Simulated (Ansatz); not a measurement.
Computed with Ansatz on PBE0-D4/def2-TZVP structures; ΔE is electronic, products minus reactants. CCSD(T)/CBS adds triple-zeta CCSD(T) − MP2 to the extrapolated MP2 energy (def2 sets, frozen cores). Functionals use def2-TZVPP. B3LYP here is the variant with VWN-RPA as its local correlation; programs differ in this. Elements past krypton have def2 core potentials. For Sn outer-core shells are correlated without core-valence functions, which leaves a few kJ/mol of doubt a bond. One conformer a species, not always the lowest.

Reaction (isomerisation): `C[CH2][Sn][F]` → `C=[CH][SnH2][F]`

| level | ΔE (kJ/mol) | difference from CCSD(T)/CBS |
| --- | --- | --- |
| LDA (SPW92) | 142.4 | 19.2 |
| PBE-D4 | 143.2 | 20.0 |
| revPBE-D4 | 145.6 | 22.4 |
| BLYP-D4 | 143.4 | 20.2 |
| r2SCAN-D4 | 130.5 | 7.3 |
| B97M-V | 112.4 | -10.8 |
| PBE0-D4 | 137.0 | 13.8 |
| B3LYP-D4 | 138.5 | 15.3 |
| r2SCAN0-D4 | 130.5 | 7.3 |
| BHLYP-D4 | 130.1 | 6.9 |
| CAM-B3LYP-D4 | 130.2 | 7.0 |
| ωB97X-V | 123.6 | 0.4 |
| ωB97M-V | 126.2 | 3.0 |
| B2PLYP | 132.1 | 8.9 |
| PBE-QIDH | 129.0 | 5.8 |
| PBE | 141.9 | 18.7 |
| revPBE | 139.5 | 16.3 |
| BLYP | 140.1 | 16.9 |
| r2SCAN | 130.4 | 7.2 |
| PBE0 | 136.0 | 12.8 |
| B3LYP | 136.3 | 13.1 |
| r2SCANh | 130.3 | 7.1 |
| r2SCAN0 | 130.2 | 7.0 |
| BHLYP | 128.9 | 5.7 |
| CAM-B3LYP | 129.2 | 6.0 |
| RPA@PBE/def2-TZVPP | 116.0 | -7.2 |
| HF/def2-SVP | 115.2 | -8.0 |
| MP2/def2-SVP | 120.9 | -2.3 |
| CCSD/def2-SVP | 122.2 | -1.0 |
| CCSD(T)/def2-SVP | 119.6 | -3.6 |
| HF/def2-TZVPP | 102.7 | -20.5 |
| MP2/def2-TZVPP | 130.6 | 7.4 |
| SCS-MP2/def2-TZVPP | 125.2 | 2.0 |
| CCSD/def2-TZVPP | 117.6 | -5.6 |
| CCSD(T)/def2-TZVPP | 115.3 | -7.9 |
| HF/def2-QZVPP | 102.9 | -20.3 |
| MP2/def2-QZVPP | 135.2 | 12.0 |
| SCS-MP2/def2-QZVPP | 128.3 | 5.1 |
| HF/CBS(def2) | 102.9 | -20.3 |
| CCSD/CBS(def2) | 125.5 | 2.3 |
| CCSD(T)/CBS | 123.2 | 0 |

Largest T1 diagnostic among the species: 0.015.

From BLYP to BHLYP (50 % exact exchange), in def2-TZVPP and without D4, ΔE moves by −11.3 kJ/mol. At CCSD(T), def2-SVP lies −3.6 kJ/mol from the extrapolated value and def2-TZVPP −7.9 kJ/mol.
